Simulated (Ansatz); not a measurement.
Basis-set extrapolation for CH4FNOSi (`N=C(F)O[SiH3]`) (PBE0-D4/def2-TZVP geometry, frozen core, the Gaussian-basis code of Ansatz). Multiplicity 1, RHF reference.

```csv
,def2-TZVPP,def2-QZVPP
HF,-558.037248,-558.058837
MP2 correlation,-0.957287,-1.034040
CCSD(T) correlation,-1.020619,not run
```

Energies in hartree. Use E(X) = E(∞) + A·exp(−7.88·√X) for Hartree–Fock and E(X) = E(∞) + B·X^(−2.97) for correlation, with X = 3 and 4, and add CCSD(T) minus MP2 of the smaller set to the MP2 limit.

What is the CCSD(T) energy at the basis-set limit?

HF limit: -558.058837 + (-0.021589) × 0.13774 = -558.06181. MP2 limit: -1.034040 + (-0.076753) × 0.74074 = -1.09089. Higher-order term: -1.020619 − (-0.957287) = -0.06333. Total: -559.21603 hartree, 415.3 kJ/mol below CCSD(T)/def2-TZVPP.
